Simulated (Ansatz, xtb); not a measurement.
**Two isomers of C4H8O2Se**

Structure I is `C[C@H](C[SeH])C(=O)O`, a singlet and structure II is `COC(=O)[C@H](C)[SeH]`, a singlet. Both are isolated molecules in the gas phase, relaxed with r2SCAN-D4/def2-SVP; each stands in its lowest conformer found.

Estimate which is lower in electronic energy at CCSD(T)/def2-SVP + ΔMP2/def2-TZVPP, and by roughly how much.

The CCSD(T)/def2-SVP + ΔMP2/def2-TZVPP calculation puts structure I lower, by 0.433 eV.

How the difference moves with the method:

```csv
level,geometry,E(II) − E(I) (eV),departure from the last row (eV),"job, with rough time for the two"
GFN2-xTB,GFN2-xTB,+0.144,−0.289,"optimisation, 0.77 s"
HF/STO-3G,GFN2-xTB,−0.047,−0.480,"single point, 1 s"
r2SCAN-D4/def2-SVP//GFN2-xTB,GFN2-xTB,+0.330,−0.103,"single point, 5.2 s"
r2SCAN-D4/def2-SVP,r2SCAN-D4/def2-SVP,+0.374,−0.059,"optimisation, 83 s"
HF/def2-SVP,r2SCAN-D4/def2-SVP,+0.326,−0.107,part of the CCSD(T) run
MP2/def2-SVP,r2SCAN-D4/def2-SVP,+0.479,+0.046,part of the CCSD(T) run
CCSD(T)/def2-SVP,r2SCAN-D4/def2-SVP,+0.420,−0.013,single point
CCSD(T)/def2-SVP + ΔMP2/def2-TZVPP,r2SCAN-D4/def2-SVP,+0.433,,"single point, 2.3 min"
```

As drawn, II has 1 C–O, 1 C–H in place of 1 C–C, 1 O–H.

HF/STO-3G puts the two in the other order. The largest departure from CCSD(T)/def2-SVP + ΔMP2/def2-TZVPP is that of HF/STO-3G, 0.480 eV. The last row adds to CCSD(T) the change of the MP2 difference between the two basis sets, here +0.013 eV.

With thermal terms from frequencies at re-optimised GFN2-xTB minima (ideal gas, soft modes damped towards free rotors, one conformer each, 298.15 K, 1 atm): the zero-point term adds −0.036 eV; ΔH is +0.418 and ΔG +0.365 eV.

The correlated steps freeze 15 core orbitals; the filled d shell of Se is correlated, in a basis made for valence electrons. Codes used: Ansatz 0.2.0, xtb 6.7.1; the last row on 4 threads of Intel(R) Xeon(R) Platinum 8175M CPU @ 2.50GHz (Skylake/Cascade Lake) on a shared host.
